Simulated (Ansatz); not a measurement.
Species: CH4S2, SMILES `SCS` (H–S–C–S torsion 70°, S–C–S–H torsion -70°) (charge 0, multiplicity 1).

### Question
Give a relaxed geometry from r2SCAN-D4/def2-TZVP (Ansatz, a first-principles code).

### Answer
One answer among several that fit: the end point of this relaxation, one of several conformers (outside a Z-matrix the atoms follow the SMILES, hydrogens last).
Z-matrix (Å, degrees):
```
C
H 1 1.0884
H 1 1.0905 2 107.84
S 1 1.8169 2 110.11 3 114.30
H 4 1.3435 1 96.21 2 57.03
S 1 1.8169 2 110.11 3 -114.30
H 6 1.3435 1 96.21 2 -57.03
```
